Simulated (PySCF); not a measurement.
Eu(OH)3(NH3) at several levels of theory

Computed with PySCF 2.14.0 (density fitting, no spin-orbit coupling) at the geometry relaxed with PBE0:

```xyz
11
Eu(OH)3(NH3) (singlet in the valence; each metal's 4f electrons, 6 of them, lie in its core potential, out of spins and levels)
Eu    0.1664   -0.2068    0.2552
O     1.2092    1.3344    1.2302
H     1.7235    1.9662    1.7303
O    -1.4344   -1.1253    1.2606
H    -2.0923   -1.5910    1.7749
O     1.1475   -1.2754   -1.2649
H     1.6459   -1.8036   -1.8863
N    -1.2644    1.2863   -1.2661
H    -1.8655    1.9054   -0.7214
H    -0.6986    1.8783   -1.8748
H    -1.8739    0.7331   -1.8692
```

| level | basis | state | HOMO (eV) | gap (eV) | charge on Eu1 (e) | population of f-type functions on Eu1 (polarisation alone where 4f lies in the core) | dipole about the centre of mass (D) | largest force component (eV/Å) |
| --- | --- | --- | --- | --- | --- | --- | --- | --- |
| PBE0 | Eu lcecp-1-SVP with ECP52, O def2-SVP, H def2-SVP, N def2-SVP | singlet | -6.96 | 6.72 | 0.93 | 0.10 | 4.21 | 0.02 |
| HF | the same | singlet | -11.28 | 13.00 | 1.47 | 0.10 | 4.29 | 1.13 |
| PBE0 | Eu lcecp-1-TZVP with ECP52, O def2-TZVP, H def2-TZVP, N def2-TZVP | singlet | -7.24 | 6.78 | 1.57 | 0.11 | 4.22 | 0.23 |

In the lcecp rows the 4f levels are missing from HOMO and gap, and the state counts the valence alone.

Charges are Mulliken's, which hang on the basis. The relaxation used the grid (50, 194), these runs (75, 302) or, all-electron (x2c bases, spin-free X2C Hamiltonian), (99, 590).

Q: What does B3LYP with Eu lcecp-1-SVP with ECP52, O def2-SVP, H def2-SVP, N def2-SVP give here?

A: state singlet, HOMO (eV) -6.66, gap (eV) 6.10, charge on Eu1 (e) 0.85, population of f-type functions on Eu1 (polarisation alone where 4f lies in the core) 0.10, dipole about the centre of mass (D) 4.19, largest force component (eV/Å) 0.12. Time: 11 s on 2 threads of Intel(R) Xeon(R) Platinum 8488C (Sapphire Rapids), on a shared host, from an already converged density.

In the first row's basis the gap widens with exact exchange: 6.1 to 6.7 eV for B3LYP, PBE0 (a fixed share); 13.0 eV for Hartree–Fock (rising or full at long range).

No frequency check is given that shows the relaxed geometry to be a minimum. An lcecp potential fixes the number of 4f electrons, so in runs with it no electron can move into or out of that shell.
